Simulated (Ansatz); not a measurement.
Program: Ansatz. Geometries: PBE0-D4/def2-TZVP. ΔE: electronic, gas phase. CCSD(T)/CBS is the MP2 limit (def2-TZVPP, def2-QZVPP) plus CCSD(T) − MP2 in def2-TZVPP, frozen cores. Functionals use def2-TZVPP. HSE06 is defined as in plane-wave codes. For Br, Ge outer-core shells are correlated without core-valence functions, which leaves a few kJ/mol of doubt a bond. Scalar relativity is left out up to krypton. One conformer a species, not always the lowest.

Consider the redistribution: `O=[CH][GeH2][Cl]` + `Br[SiH2]Br` → `[Cl][GeH2][Br]` + `O=C[SiH2]Br`.

```csv
level,ΔE (kJ/mol),difference from CCSD(T)/CBS
B97M-V,7.7,-3.0
r2SCANh-D4,9.5,-1.2
BHLYP-D4,5.4,-5.3
ωB97M-V,8.4,-2.3
revPBE,9.1,-1.6
BLYP,7.3,-3.4
r2SCAN0,8.8,-1.9
HSE06,8.2,-2.5
HF/def2-SVP,0.0,-10.7
CCSD/def2-SVP,1.9,-8.8
SCS-MP2/def2-TZVPP,8.2,-2.5
CCSD/def2-TZVPP,7.6,-3.1
CCSD(T)/def2-TZVPP,8.2,-2.5
HF/def2-QZVPP,0.7,-10.0
SCS-MP2/def2-QZVPP,9.5,-1.2
MP2/CBS(def2),13.1,2.4
CCSD(T)/CBS,10.7,0
```

What do rigid-rotor, harmonic-oscillator terms from PBE0-D4/def2-TZVP frequencies (298.15 K, 1 bar) make of the CCSD(T)/CBS value? (Best estimate.)

Computed: ΔZPE = -0.2 kJ/mol, ΔH = +10.7 kJ/mol, ΔS = 7 J/(mol·K), ΔG = +8.7 kJ/mol. Modes under 50 cm⁻¹ make the entropy rough.

Largest T1 diagnostic among the species: 0.013.

At CCSD(T), def2-SVP lies −8.7 kJ/mol from the extrapolated value and def2-TZVPP −2.5 kJ/mol. In def2-TZVPP, CCSD(T) changes the Hartree–Fock value by +7.5 kJ/mol (the triples alone add +0.6 kJ/mol) and MP2 by +9.9 kJ/mol.
